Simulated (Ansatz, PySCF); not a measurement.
The pair A = C2H2 (SMILES C#C) (first 4 atoms), B = H2 (SMILES [H][H]); geometry from B3LYP-D3(BJ)/def2-TZVP.
(charge 0, multiplicity 1):
| atom | x (Å) | y (Å) | z (Å) |
|---|---|---|---|
| C | -0.9017 | -0.1364 | 0.2343 |
| C | 0.2333 | 0.0209 | -0.1113 |
| H | -1.9094 | -0.2760 | 0.5417 |
| H | 1.2415 | 0.1606 | -0.4169 |
| H | 0.5593 | 0.0953 | 3.0200 |
| H | 0.7768 | 0.1325 | 3.7313 |

Frozen-core correlation. CBS(a, b) extrapolates the correlation energy as X⁻³ and adds the Hartree–Fock energy of set b. MP2 and its Hartree–Fock in aug-cc-pVQZ are density fitted.

Programs: Ansatz (a first-principles code); PySCF for the dispersion terms. Values without a source in brackets are computed.

The monomers are drawn apart, rigid, along the line of their centres of mass. Counterpoise-corrected interaction energies (kcal/mol):

| level | R = 4.726 Å | R = 5.986 Å |
|---|---|---|
| PBE-D3(BJ)/def2-TZVPPD | -0.1871 | -0.0417 |
| wB97M-V/def2-TZVPPD | -0.1348 | -0.0372 |
| MP2/CBS(aug-cc-pVTZ, aug-cc-pVQZ) + ΔCCSD(T)/aug-cc-pVTZ | -0.1337 | -0.0372 |

Question: R is the distance of the centres of mass. Find the local exponent m of E ∝ R⁻ᵐ between the two points.

Answer: 
m = ln(E₁/E₂)/ln(R₂/R₁): PBE-D3(BJ)/def2-TZVPPD 6.4; wB97M-V/def2-TZVPPD 5.5; MP2/CBS(aug-cc-pVTZ, aug-cc-pVQZ) + ΔCCSD(T)/aug-cc-pVTZ 5.4. For scale, two fixed dipoles give m = 3, dipole and quadrupole 4, quadrupoles 5, and dispersion or dipole-induced dipole 6 at long range; at these distances several terms mix, and what is left of overlap and damping shifts m, so it need not match one of them.
